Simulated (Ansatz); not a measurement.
C3H8Ge (`C[CH](C)[GeH]`), relaxed with RKS PBE0-D4/def2-TZVP in Ansatz from a PBE-D4/def2-SVP geometry. The force threshold is 0.005 eV/Å; the program also tests the step.

Charge 0, multiplicity 1.

Start:

```xyz
12

C    -0.460    0.883   -0.917
C     0.014    0.391    0.451
C    -0.336   -1.084    0.700
Ge    2.022    0.499    0.736
H    -0.195    1.946   -1.102
H    -0.012    0.282   -1.737
H    -1.567    0.807   -1.014
H    -0.456    1.007    1.249
H    -1.439   -1.242    0.688
H     0.095   -1.742   -0.086
H     0.021   -1.457    1.686
H     2.315   -0.290   -0.654
```

```tsv
step	energy (eV)	largest force (eV/Å)	largest move (Å)
1	-59748.6984	0.453	0.000
2	-59748.7396	0.137	0.025
3	-59748.7422	0.059	0.032
4	-59748.7431	0.017	0.018
5	-59748.7432	0.006	0.002
6	-59748.7432	0.003	0.004
```

End:

```xyz
12

C    -0.455    0.871   -0.908
C     0.018    0.392    0.454
C    -0.337   -1.074    0.692
Ge    2.001    0.490    0.726
H    -0.199    1.919   -1.094
H    -0.007    0.274   -1.708
H    -1.545    0.787   -1.001
H    -0.450    0.998    1.238
H    -1.424   -1.219    0.679
H     0.086   -1.714   -0.089
H     0.017   -1.447    1.660
H     2.294   -0.278   -0.650
```

It took 18 s on 4 threads of an Arm Neoverse V2 on a shared host, with 0.49 GiB of host memory at the peak.
